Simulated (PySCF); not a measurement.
Bi(H)2(OMe), SMILES [BiH2][O]C, CAM-B3LYP/def2-SVP optimised geometry.

```
8

Bi    -1.86    -0.96     0.00
H     -2.02    -0.95    -1.80
H     -2.02     0.84     0.00
O      0.23    -0.96     0.00
C      0.94    -0.11    -0.85
H      0.73     0.96    -0.65
H      2.02    -0.27    -0.69
H      0.73    -0.29    -1.92
```

Density from CAM-B3LYP/def2-TZVP, def2 effective core potentials past Kr (PySCF 2.14.0) at that geometry. The core electrons that the potentials of Bi replace are not part of the density.

Minimum of the electron density along straight lines between bonded atoms, close to the bond critical point (lines longer than 1.1 times the sum of covalent radii, or with two minima, are not listed):

| bond | length / Å | ρ at the minimum / e bohr⁻³ | ∇²ρ there / e bohr⁻⁵ | position (fraction from the first atom) |
|---|---|---|---|---|
| Bi1–H2 | 1.808 | 0.109 | 0.03 | 0.64 |
| Bi1–H3 | 1.808 | 0.109 | 0.03 | 0.64 |
| Bi1–O4 | 2.092 | 0.109 | … | 0.53 |
| O4–C5 | 1.395 | 0.273 | -0.65 | 0.64 |
| C5–H6 | 1.109 | 0.274 | -0.94 | 0.64 |
| C5–H7 | 1.104 | 0.277 | -0.96 | 0.65 |
| C5–H8 | 1.109 | 0.274 | -0.94 | 0.64 |

Problem. Complete the blanks.

Solution. 
- Bi1–O4, ∇²ρ there / e bohr⁻⁵: 0.34
